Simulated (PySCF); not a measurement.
Compound: C₅H₉N₃OSi.
Bonds: C1–C2, C2–O3 (double), C2–C4, C4–N5 (aromatic), N5–N6 (aromatic), N6–C7, N6–N8 (aromatic), N8–C9 (aromatic), C9–Si10, C4–C9 (aromatic). Hydrogens: H11, H12, H13 on C1; H14, H15, H16 on C7; H17, H18, H19 on Si10.

Theory: PySCF 2.14.0, PBE0-D3(BJ)/def2-SVP geometry optimisation, gas phase.

Task: List the bond lengths, angles and torsions at this level.

Result: 
| bond | length (Å) | order |
| --- | --- | --- |
| C1–C2 | 1.501 | single |
| C2=O3 | 1.214 | double |
| C2–C4 | 1.475 | single |
| C4–N5 | 1.334 | aromatic |
| N5–N6 | 1.309 | aromatic |
| N6–C7 | 1.442 | single |
| N6–N8 | 1.320 | aromatic |
| N8–C9 | 1.335 | aromatic |
| C9–Si10 | 1.881 | single |
| C4–C9 | 1.416 | aromatic |
| C1–H11, C1–H12, C1–H13 | 1.099 | single |
| C7–H14, C7–H15, C7–H16 | 1.097 | single |
| Si10–H17, Si10–H18, Si10–H19 | 1.491 | single |

Bonds in one row agree within 0.01 Å and their mean is given. Orders are formal, as drawn. A selection of angles:
| angle | degrees |
| --- | --- |
| C2–C1–H11 | 110.0 |
| H11–C1–H12 | 106.4 |
| H11–C1–H13 | 110.3 |
| C1–C2–O3 | 123.2 |
| C1–C2–C4 | 118.0 |
| O3–C2–C4 | 118.8 |
| C2–C4–N5 | 124.7 |
| C2–C4–C9 | 126.4 |
| N5–C4–C9 | 108.9 |
| C4–N5–N6 | 103.7 |
| N5–N6–C7 | 122.2 |
| N5–N6–N8 | 116.0 |
| C7–N6–N8 | 121.7 |
| N6–C7–H14 | 108.4 |
| N6–C7–H15 | 110.4 |
| H14–C7–H15 | 109.6 |
| H14–C7–H16 | 110.6 |
| N6–N8–C9 | 104.7 |
| N8–C9–Si10 | 124.5 |
| C4–C9–N8 | 106.7 |
| C4–C9–Si10 | 128.8 |
| C9–Si10–H17 | 106.9 |
| C9–Si10–H18 | 110.4 |
| H17–Si10–H18 | 109.2 |
| H18–Si10–H19 | 110.6 |

Dihedral angles: C1–C2–C4–N5 0° (synperiplanar). The mirror-image conformer, all signs reversed, is as good.

Si10 (SiH3 silicon) is tetrahedral (angles from 106.9° to 110.6°). Of the pairs four or more bonds apart, O3···Si10 is among the closest relative to their van der Waals radii: 3.07 Å, 85 % of the sum of Bondi's values. The 10 heavy atoms lie in one plane (0.010 Å rms). N6 (pyrrole-type nitrogen) is planar (angles 122.2°, 121.7° and 116.0°, sum 359.9°, 0.02 Å off the plane of its three neighbours). The 5-membered ring C4–N5–N6–N8–C9 has internal angles of 103.7° to 116.0°; it is planar, 0.00 Å rms from its mean plane, widest ring torsion 0°. The 3 C–N bonds span 1.334 Å (C4–N5, aromatic) to 1.442 Å (N6–C7, drawn single), a spread of 0.108 Å. The 3 C–C bonds span 1.416 Å (C4–C9, aromatic) to 1.501 Å (C1–C2, drawn single), a spread of 0.085 Å.

PBE0-D3(BJ)/def2-SVP frequencies: not computed here. One conformer, not necessarily the lowest.
